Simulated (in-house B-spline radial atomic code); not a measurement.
Ionising the niobium ion Nb⁴⁺ with different functionals

Computed with a B-spline radial code for spherical atoms: non-relativistic Hamiltonian, point nucleus, spin-polarised at highest spin, spherical fractional occupations for the functionals, and exact exchange of hybrids averaged over the configuration. The ionisation energy is the difference of two self-consistent energies, [Kr] 4d1 → [Ar] 3d10 4s2 4p6, without Breit or QED terms; ε is the level of the shell that loses the electron (its least bound occupied spin orbital). There is no spin-orbit coupling in this Hamiltonian.

```csv
method,rung,ΔSCF (eV),-ε(4d) (eV)
PBE0,global hybrid,51.09,46.17
B3LYP,global hybrid,51.14,45.82
TPSSh,global hybrid,?,?
M06-2X,global hybrid,?,?
BHandHLYP,global hybrid,50.97,47.79
r2SCAN0,global hybrid,50.72,45.95
B97-1,global hybrid,51.00,45.74
HSE06,range-separated hybrid,51.06,45.73
wB97X,range-separated hybrid,50.82,48.56
CAM-B3LYP,range-separated hybrid,51.14,47.68
LC-wPBE,range-separated hybrid,51.16,49.21
```

Question: What does TPSSh give?

Answer: ΔSCF 50.93 eV, and -ε(4d) = 44.94 eV.

Question: What does M06-2X give?

Answer: ΔSCF 51.18 eV, and -ε(4d) = 48.20 eV.

Question: Among the functionals, which spreads more, the ΔSCF values or the orbital energies?

Answer: The orbital energies: ΔSCF values span about 0.46 eV and the orbital energies 4.27 eV; here energy differences depend much less on the functional than eigenvalues do.

Question: How do they compare with the NIST value?

Answer: NIST lists 50.573 eV ± 0.0025 (measured, ground level to ground level). Errors run from +0.15 to +0.61 eV; r2SCAN0 is closest (+0.15 eV), but part of that can be cancellation, since the calculations leave out relativity, Breit-QED terms, multiplet and fine-structure energies.
